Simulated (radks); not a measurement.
Valence configurations of Nd3+ (all share [Xe]). Calculated with a radial shooting solver on a logarithmic mesh with Libxc functionals: Dirac Kohn-Sham, PBE, spin-unpolarised, spherical densities, finite nucleus; open shells fill j = l - 1/2 first; Fermi nuclear charge, rms radius 4.9123 fm. Energies are relative to 4f3; eigenvalues in eV.

| valence | E (eV) | e(4f5/2) | e(5d3/2) | e(6p1/2) | e(6s1/2) |
|---|---|---|---|---|---|
| 4f3 | 0.000 | -30.930 | - | - | - |
| 4f2.5 5d0.5 | 3.895 | -34.208 | -25.214 | - | - |
| 4f2.5 6s0.5 | 5.657 | -35.729 | - | - | -22.542 |
| 4f2 5d1 | 9.029 | -37.688 | -26.115 | - | - |
| 4f2 6s1 | 13.248 | -40.846 | - | - | -23.627 |
| 4f2 6p1 | 17.876 | -41.705 | - | -19.478 | - |
| 4f1 5d2 | 23.391 | -45.166 | -27.902 | - | - |
| 4f1 5d1 6p1 | 33.509 | -49.332 | -30.780 | -20.030 | - |
| 4f1 6p2 | 44.871 | -53.551 | - | -21.592 | - |

NIST lists [Xe] 4f3 as the ground configuration; this level of theory agrees among the configurations tried. The energies are those of spherical spin-averaged densities, not of single terms.
